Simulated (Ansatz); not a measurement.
Cartesian coordinates (Å):
```xyz
9

Ti     0.4138    -0.0259     0.1252
O     -0.4496    -0.1767    -1.4588
H     -1.3196    -0.6004    -1.5752
O     -0.3081    -1.1558     1.3398
H      0.0848    -1.9987     1.6305
O      2.1566    -0.4274    -0.1476
H      2.9141     0.0594     0.2247
O      0.2522     1.6586     0.7660
H     -0.0154     2.4349     0.2414
```
Charge 0, multiplicity 1.

Level of theory: frozen-core CCSD(T)/def2-TZVPP // BP86-D3(BJ)/def2-SVP in Ansatz (a quantum-chemistry and plane-wave program).

```
Item                             Value
----------------------  --------------
HF energy               -1150.53279 Ha
MP2 correlation energy     -1.41103 Ha
```

Task: Estimate the CCSD correlation energy, the (T) correction, the total energy and the T1 diagnostic.

Result: 
| Property | Result |
|---|---|
| CCSD correlation energy | -1.40723 Ha |
| (T) correction | -0.06738 Ha |
| CCSD(T) total energy | -1152.00741 Ha |
| T1 diagnostic | 0.024 |
